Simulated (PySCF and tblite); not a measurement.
Values are calculated unless marked as measured or tabulated.
C₇H₁₀O, numbered as in [CH:1]#[C:2][C@H:3]1[CH2:4][CH2:5][CH2:6][O:7][CH2:8]1.

Search: ETKDG and KDG, MMFF94s, GFN2-xTB, 90 starts; geometries at PBE0-D3(BJ)/def2-SVP. Energies: PBE0-D3(BJ)/def2-TZVP, with GFN2-xTB thermal terms (modes under about 100 cm⁻¹ blended into free rotors). Symmetry numbers and mirror images are counted. Conformers within 4 kcal/mol (GFN2-xTB free energy) were kept, 5 at most. GIAO shieldings: PBE0/pcSseg-1. Shifts are against TMS (¹H), TMS (¹³C) at the same level; of two unlike H on one atom, a is the less shielded. (PySCF 2.14, tblite 0.8.)

Q: List the conformer-averaged shifts at 298.15 K.

A: ¹H: 3.87 (H8a, 1H), 3.71 (H6a, 1H), 3.16 (H6b, 1H), 3.09 (H8b, 1H), 2.24 (H3, 1H), 1.89 (H1, 1H), 1.89 (H4a, 1H), 1.42 (H5a, 1H), 1.31 (H4b, 1H), 1.26 (H5b, 1H) ppm. ¹³C: 88.1 (C2), 75.8 (C1), 73.3 (C8), 68.7 (C6), 32.5 (C4), 29.5 (C3), 27.1 (C5) ppm.

Q: How do the conformers differ?

A: The 6-ring runs over atoms 3–4–5–6–7–8.
```tsv
conformer	shape	weight %
1	6-ring chair (all substituents equatorial)	91.1
2	6-ring chair (C2 axial)	8.9
```

```tsv
signal	1	2	average
H1	1.88	1.93	1.89
H3	2.25	2.13	2.24
H4a	1.93	1.41	1.89
H4b	1.27	1.81	1.31
H5a	1.46	0.95	1.42
H5b	1.17	2.18	1.26
H6a	3.77	3.12	3.71
H6b	3.09	3.90	3.16
H8a	3.94	3.19	3.87
H8b	3.00	3.93	3.09
C1	75.9	75.3	75.8
C2	88.0	90.0	88.1
C3	29.5	28.9	29.5
C4	32.7	31.1	32.5
C5	27.4	24.0	27.1
C6	68.6	69.4	68.7
C8	73.3	72.7	73.3
```

Q: Which signal moves most, for its nucleus, between 220 and 380 K through the change of populations alone?

A: H5b: 1.22 ppm at 220 K, 1.24 ppm at 260 K, 1.26 ppm at 298.15 K, 1.29 ppm at 340 K, 1.31 ppm at 380 K.

Shifts are unscaled: against experiment ¹³C can be off by 15 ppm or more and ¹H by 0.8 ppm.
